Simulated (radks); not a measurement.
The numbers below are computed, except where a source is named.
Q: All-electron atom: Bi35+ in [Kr] 4d10 4f2. Level of theory: Dirac Kohn-Sham, BLYP, spin-unpolarised, spherical densities, finite nucleus; open shells fill j = l - 1/2 first; Fermi nuclear charge, rms radius 5.5211 fm (a radial shooting solver on a logarithmic mesh with Libxc functionals). Some entries of the table are withheld. Estimate them.

orbital  occ.  eigenvalue (eV)  <r^2> (bohr^2)  <1/r> (bohr^-1)
1s1/2       2        -91821.40       0.0003464            103.2
2s1/2       2        -17605.75        0.005191            25.57
2p1/2       2        -16975.81        0.003644            25.54
2p3/2       4        -14656.73        0.004825            20.24
3s1/2       2        -5278.810             (1)            9.417
3p1/2       2        -4994.854         0.03021            9.328
3p3/2       4        -4470.397         0.03631            7.950
3d3/2       4              (2)             (3)            7.836
3d5/2       6              (4)             (5)            7.532
4s1/2       2        -2139.474          0.1439            4.262
4p1/2       2        -2014.913          0.1429            4.175
4p3/2       4        -1863.597          0.1651            3.711
4d3/2       4        -1662.169          0.1601              (6)
4d5/2       6        -1631.431          0.1665              (7)
4f5/2       2        -1383.348          0.1443              (8)
4f7/2       0        -1374.801          0.1468              (9)

A: 
(1) 3s1/2 <r^2> (bohr^2): 0.03332
(2) 3d3/2 eigenvalue (eV): -4004.868
(3) 3d3/2 <r^2> (bohr^2): 0.02762
(4) 3d5/2 eigenvalue (eV): -3893.720
(5) 3d5/2 <r^2> (bohr^2): 0.02926
(6) 4d3/2 <1/r> (bohr^-1): 3.572
(7) 4d5/2 <1/r> (bohr^-1): 3.470
(8) 4f5/2 <1/r> (bohr^-1): 3.265
(9) 4f7/2 <1/r> (bohr^-1): 3.228
